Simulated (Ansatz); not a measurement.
H5MoN3O, SMILES `[NH]=[Mo](=[NH])([NH2])[OH]`. Charge 0, multiplicity 1. Correlated methods include outer-core shells of Mo, which these sets cover unevenly. Mo takes the def2 core potential.

```xyz
10

N     1.213    0.938   -0.741
Mo    0.169   -0.095    0.173
N     0.397   -1.775   -0.165
N    -1.647    0.351   -0.338
O     0.480    0.173    2.030
H     1.940    1.125   -1.417
H     0.810   -2.581   -0.611
H    -2.372   -0.341   -0.442
H    -1.893    1.215   -0.794
H     0.902    0.991    2.303
```

Give the diagnostics of a CCSD(T)/def2-TZVPP run (frozen core, Ansatz 0.2.0). (Estimate.)

The calculation gave: T1 = 0.0218, largest single amplitude 0.042, largest double 0.027, (T) share of the correlation energy 5.7 %, 14 CCSD cycles. The RHF solution is stable towards an unrestricted one. T1 lies over the customary mark of 0.02 for closed shells; compounds of d metals often pass it without a breakdown.
